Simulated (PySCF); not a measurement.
Bi(Me)2 (C₂H₆Bi), SMILES [CH3][Bi+][CH3] (connectivity only; charge and spin as stated), charge +1, multiplicity 1.

Geometry: B3LYP-D3(BJ)/def2-SVP. The spin state was assumed, not searched. The isomer is the one that the SMILES or the coordinates give; other isomers of the formula were not compared. The def2 effective core potentials stand for the cores of Bi; spin–orbit coupling is left out.

Two levels are set side by side: PBE/def2-TZVPD (PySCF) and CAM-B3LYP/def2-TZVPD (PySCF). Same geometry, gas phase. Differences are taken from unrounded values.

```
quantity                     CAM-B3LYP
---------------------------  ---------
orbital gap (eV)                  5.78
highest occupied level (eV)     -14.15
lowest empty level (eV)          -8.37
mean polarisability (bohr³)       62.1
```

### Question
What does PBE give, and how far is it from CAM-B3LYP? (An estimate is asked for; the answer gives what the named calculation found.)

### Answer

```json
[
 {"quantity": "orbital gap (eV)", "PBE": "1.77", "PBE minus CAM-B3LYP": "-4.01"},
 {"quantity": "highest occupied level (eV)", "PBE": "-11.90", "PBE minus CAM-B3LYP": "2.25"},
 {"quantity": "lowest empty level (eV)", "PBE": "-10.13", "PBE minus CAM-B3LYP": "-1.75"},
 {"quantity": "mean polarisability (bohr³)", "PBE": "63.5", "PBE minus CAM-B3LYP": "1.4"}
]
```

PBE's occupied levels lie high since its potential decays too fast outside the molecule; exact exchange lowers them and widens the gap. Differences between two approximate levels are no errors against the true value.

Rough cost on one machine, each run with all the roots and properties that it gave: CAM-B3LYP against PBE within a factor of 2.
